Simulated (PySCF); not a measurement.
## Correlation energy of Sb (antimony, neutral)

[Kr] 4d10 5s2 5p3, high-spin 4S determinant. Computed with PySCF 2.14 in cc-pVTZ-PP with ECP28MDF (5s4p3d1f, 39 functions), with scalar relativity through the core potential. Frozen: 4s2 4p6 4d10; 5 electrons correlated.

MP2 pair energies summed by pair of shells (mhartree):

| pair | energy | share (%) |
| --- | --- | --- |
| 5s-5p | -39.36 | 65.2 |
| 5p-5p | -12.95 | 21.4 |
| 5s-5s | -8.08 | 13.4 |

Total MP2 correlation energy: -60.38 mhartree.

Same-spin part -16.18 and opposite-spin part -44.20 mhartree; SCS-MP2 scales them by 1/3 and 6/5 to -58.43 mhartree.

```csv
level,correlation energy (mhartree)
CCSD,-73.06
(T),-2.44
CCSD(T),-75.50
```

Diagnostics: T1 = 0.0037, D1 = 0.0094, largest double amplitude 0.054.

Cost of the coupled-cluster step: 0.33 s of wall time on 1 thread of Neoverse-V2 (shared host), for 5 correlated electrons.

Iterations:

```
CC2 = 0
CCSD nocc = (np.int64(4), np.int64(1)), nmo = (30, 30)
frozen orbitals [[0, 1, 2, 3, 4, 5, 6, 7, 8], [0, 1, 2, 3, 4, 5, 6, 7, 8]]
max_cycle = 100
direct = 0
conv_tol = 1e-08
conv_tol_normt = 1e-06
diis_space = 8
diis_start_cycle = 0
Init t2, MP2 energy = -0.0603820330619953
Init E_corr(UCCSD) = -0.0603820331124927
cycle = 1  E_corr(UCCSD) = -0.0704184761133524  dE = -0.010036443  norm(t1,t2) = 0.0383277
cycle = 2  E_corr(UCCSD) = -0.072354224308423  dE = -0.0019357482  norm(t1,t2) = 0.0104221
cycle = 3  E_corr(UCCSD) = -0.0730697542408248  dE = -0.000715529932  norm(t1,t2) = 0.00361266
cycle = 4  E_corr(UCCSD) = -0.0730592998534275  dE = 1.04543874e-05  norm(t1,t2) = 0.000505037
cycle = 5  E_corr(UCCSD) = -0.073059114229853  dE = 1.85623574e-07  norm(t1,t2) = 5.93524e-05
cycle = 6  E_corr(UCCSD) = -0.0730588664420616  dE = 2.47787791e-07  norm(t1,t2) = 9.89313e-06
cycle = 7  E_corr(UCCSD) = -0.0730589959372393  dE = -1.29495178e-07  norm(t1,t2) = 2.85764e-06
cycle = 8  E_corr(UCCSD) = -0.073058944637464  dE = 5.12997753e-08  norm(t1,t2) = 4.06878e-07
cycle = 9  E_corr(UCCSD) = -0.0730589510766396  dE = -6.43917558e-09  norm(t1,t2) = 7.24239e-08
UCCSD converged
E(UCCSD) = -239.3508183342267  E_corr = -0.07305895107663959
UCCSD(T) correction = -0.00243939870567909
```
